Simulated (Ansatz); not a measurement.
Input for Ansatz (an electronic-structure program): U-wB97X-V/def2-TZVPP on SnCl, 2S+1 = 2, a spin state set in the input, which need not be the lowest, a point of a bond scan (R = 2.377 Å). Elements past Kr take the def2 small-core potentials; no spin–orbit coupling.

Ansatz 0.2 input:
```yaml
crystal:
  periodic: [false, false, false]
  atoms:
    - {symbol: Cl, position_ang: [0.00000000, 0.00000000, 0.00000000]}
    - {symbol: Sn, position_ang: [0.00000000, 0.00000000, 2.37714100]}
basis:
  gaussian:
    orbitals: def2-TZVPP
    pivot_positions_ang: [[0.00000000, 0.00000000, 0.00000000], [0.00000000, 0.00000000, 2.37714100]]
hamiltonian:
  xc: {name: wB97X-V}
magnetization: {spin_polarized: true, initial_magnetization: 1}
output: {forces: true, orbitals: {seedname: ./end}}
```

Task: Give the final energy of this run.

Result: -674.4522 hartree.

Task: How many basis functions does it have, and what does it roughly cost on one machine?

Result: 92 functions; about 6 core-seconds (a rough figure).
